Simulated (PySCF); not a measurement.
**Dipole response of Pm²⁺ (promethium, charge +2)**

[Xe] 4f5, one real determinant. Calculation: PySCF 2.14, in ANO-RCC-VTZP; scalar relativity by spin-free X2C-1e. Coupled (time-dependent) response in atomic units; α is the mean over directions. The basis has no added diffuse functions, which lowers α and C₆.

```csv
method,mean α (bohr³),"α xx, yy, zz",C₆ (like pair),S(−4)
UHF,9.199,"8.700, 9.448, 9.448",55.03,79.03
```

S(−4) is the Cauchy moment in α(ω) = α(0) + S(−4) ω² + …

Spin-orbit coupling is absent.

α(iu) at UHF:

```json
{"u (hartree)": "0", "α(iu) (bohr³)": "9.199"}
{"u (hartree)": "0.0500", "α(iu) (bohr³)": "9.020"}
{"u (hartree)": "0.100", "α(iu) (bohr³)": "8.632"}
{"u (hartree)": "0.200", "α(iu) (bohr³)": "7.881"}
{"u (hartree)": "0.300", "α(iu) (bohr³)": "7.297"}
{"u (hartree)": "0.500", "α(iu) (bohr³)": "6.297"}
{"u (hartree)": "0.750", "α(iu) (bohr³)": "5.162"}
{"u (hartree)": "1.00", "α(iu) (bohr³)": "4.209"}
{"u (hartree)": "1.50", "α(iu) (bohr³)": "2.875"}
{"u (hartree)": "2.00", "α(iu) (bohr³)": "2.075"}
{"u (hartree)": "3.00", "α(iu) (bohr³)": "1.236"}
{"u (hartree)": "5.00", "α(iu) (bohr³)": "0.5974"}
```

A single London oscillator, α(iu) = α/(1 + u²/ω²), gives C₆ = (3/4) ω α². Matching the computed C₆ needs ω = 4 × 55.03 / (3 × 9.199²) = 0.867 hartree.

For an ion, C₆ is the dispersion term alone; charge-induced terms of lower order in 1/R come first.

The components differ because the open shell of this determinant is not spherical; for a pure term their mean is the scalar polarisability.

⟨L²⟩ = 24.03 against 30 for a pure H term, so this real determinant mixes terms. Spin-orbit coupling, absent here, splits the open shell strongly.
